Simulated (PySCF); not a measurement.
Compound: C5H6ClNO2.
SMILES with atom numbers: `[N:1]#[C:2][C@@H:3]1[O:4][CH2:5][O:6][CH2:7][C@@H:8]1[Cl:9]`

NICS is the negative of the GIAO shielding at a point without a nucleus: at the ring centre (0) and 1 Å above and below it (1); zz is the component along the ring normal. Level: GIAO PBE0/pcSseg-1 (PySCF, non-relativistic, gas phase) on the GFN2-xTB geometry, one conformer.

Ring bond lengths (Å), with Mayer bond orders in brackets: C3–O4 1.418 (0.94), O4–C5 1.402 (0.94), C5–O6 1.394 (0.97), O6–C7 1.412 (0.92), C7–C8 1.531 (0.95), C8–C3 1.542 (0.96).

Task: Give the NICS values of each ring in ppm.

Result: 
| ring | type | NICS(0) | NICS(1), two faces | NICS(1)zz, two faces | rms pucker (Å) | centre to ring atoms, mean (Å) |
| --- | --- | --- | --- | --- | --- | --- |
| C3–O4–C5–O6–C7–C8 | 6-membered ring with 2 O; formal bonds all single | -3.6 | -2.5 / -2.1 | 1.1 / 1.8 | 0.23 | 1.39 |

Task: What do they say, and how far can they be read as aromaticity?

Result: 
- C3–O4–C5–O6–C7–C8: mean NICS(1)zz 1.5 ppm, near zero. C3, C5, C7, C8 have four or more neighbours, and the NICS criterion for π rings isn't applied.

Task: What is the mean of the two in-plane components of NICS at the second NICS(1) probe listed for ring C3–O4–C5–O6–C7–C8, 1 Å off the ring?

Result: The isotropic value is a third of the trace: (3 × -2.1 − (1.8))/2 = -4.1 ppm.
